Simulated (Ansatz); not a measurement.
The cluster Rb2Cl2⁺. The state is a doublet with charge 1. Geometry B3LYP-D4/def2-TZVP, that of the neutral singlet.

Cartesian coordinates in Å:
```
Rb -0.199 2.014 -0.733
Rb 0.200 -2.014 0.733
Cl -0.558 0.672 1.999
Cl 0.556 -0.672 -2.000
```

In the def2 sets Rb takes a core potential; there is no spin–orbit coupling. At PBE-D4/def2-TZVP, r2SCAN-D4/def2-TZVP the gap within one spin of the charge 1 doublet nearly closes, so an electron or hole may be smeared out by delocalisation error. The structure comes from a short search, and lower isomers may exist.

(1) Estimate the α-spin orbital energies around the gap (eV) in Ansatz with PBE-D4/def2-TZVP, r2SCAN-D4/def2-TZVP, PBE0-D4/def2-TZVP.

Answers

(1) 
| orbital | PBE-D4/def2-TZVP | r2SCAN-D4/def2-TZVP | PBE0-D4/def2-TZVP |
| --- | --- | --- | --- |
| HOMO−5 | -11.82 | -12.28 | -13.38 |
| HOMO−4 | -11.80 | -12.25 | -13.35 |
| HOMO−3 | -11.34 | -11.68 | -12.81 |
| HOMO−2 | -11.32 | -11.66 | -12.79 |
| HOMO−1 | -11.24 | -11.59 | -12.71 |
| HOMO | -11.14 | -11.49 | -12.61 |
| LUMO | -4.85 | -4.07 | -4.24 |
| LUMO+1 | -4.21 | -3.34 | -3.64 |
| LUMO+2 | -3.31 | -2.71 | -2.84 |
| LUMO+3 | -2.95 | -2.29 | -2.49 |
| LUMO+4 | -2.85 | -2.25 | -2.42 |
| LUMO+5 | -2.62 | -2.01 | -2.24 |
| β HOMO | -10.89 | -10.95 | -11.26 |
| β LUMO | -10.85 | -10.91 | -10.39 |
